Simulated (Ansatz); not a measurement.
`C/C(F)=C(\F)C(F)(F)F` at its PBE0-D4/def2-TZVP geometry, where that method's forces vanish. Total charge 0; spin multiplicity 1.

```xyz
12

C     1.8321    0.5473   -0.5248
C     0.3758    0.5398   -0.2819
F    -0.2387    1.6663   -0.6387
C    -0.3214   -0.4631    0.2411
F     0.3131   -1.5880    0.5946
C    -1.7899   -0.5584    0.5224
F    -2.0028   -0.7806    1.8252
F    -2.3266   -1.5896   -0.1413
F    -2.4481    0.5408    0.1786
H     2.2942    1.3686    0.0291
H     2.0279    0.7094   -1.5880
H     2.2844   -0.3925   -0.2162
```

Task: What forces (eV/Å) does ωB97M-V/def2-TZVPP give on these atoms in Ansatz 0.2.0? (Estimate.)

Result: Ansatz gave: 
```
C1   0.296  0.029 -0.061
C2  -0.139 -0.389  0.183
F3  -0.149  0.261 -0.083
C4   0.031  0.413 -0.173
F5   0.153 -0.292  0.094
C6   0.138 -0.017 -0.015
F7  -0.024 -0.032  0.210
F8  -0.078 -0.165 -0.113
F9  -0.117  0.218 -0.070
H10 -0.050 -0.076 -0.042
H11 -0.026 -0.020  0.094
H12 -0.037  0.071 -0.023
```
